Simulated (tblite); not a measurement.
Species: C₃H₆BBrO.
Cartesian coordinates in Å at the GFN2-xTB level; atoms count from 1:
```xyz
12
C3H6BBrO angstrom
C     -2.0249    0.1145   -0.4406
C     -1.1697    0.8272    0.2658
C      0.2765    0.4848    0.4599
O      0.6268   -0.7086   -0.2153
B      1.8286   -1.2014   -0.3730
Br     3.3746   -0.3413    0.3165
H     -3.0545    0.4077   -0.5453
H     -1.7230   -0.7909   -0.9389
H     -1.4668    1.7370    0.7691
H      0.4847    0.3636    1.5328
H      0.9040    1.3144    0.1020
H      1.9449   -2.2077   -0.9589
```

Level: GFN2-xTB in tblite, geometry and Hessian alike; calculated harmonic values, unscaled, isolated species. This tight-binding method is rough: wavenumbers can miss measured ones by several per cent, in bad cases by 10 to 20. Modes of hydrogen on boron can be 10 to 20 % off. One conformer, not necessarily the lowest. The optimisation stopped once no atom felt more than 0.01 eV/Å.

Lowest wavenumbers of the output (negative numbers stand for imaginary wavenumbers):
```
mode    cm-1
  1     -23.6
  2     108.5
  3     110.0
  4     184.6
  5     322.3
  6     423.4
  7     549.3
  8     577.5
  9     647.3
 10     716.2
```

**Question.** Is this structure a minimum?

**Answer.** Not by this Hessian. 1 mode is imaginary beyond 20i (24i cm⁻¹), so at this level the point lies at or near a first-order saddle. The curvature is small, so loose convergence or finite differences may be the whole cause.

**Question.** Which atoms move in the imaginary mode?

**Answer.** 24i: C1 (terminal =CH2 carbon) 24 %, C3 (sp3 carbon bound to oxygen) 24 %, O4 (boron-bound oxygen) 22 %. These are shares of the mass-weighted motion.

**Question.** What is the remedy?

**Answer.** Step along that mode in both directions, optimise again with tighter thresholds and repeat the frequencies. The zero-point energy of this point (54.4 kcal/mol) counts the 29 real modes alone, and thermal corrections from it aren't those of a minimum.
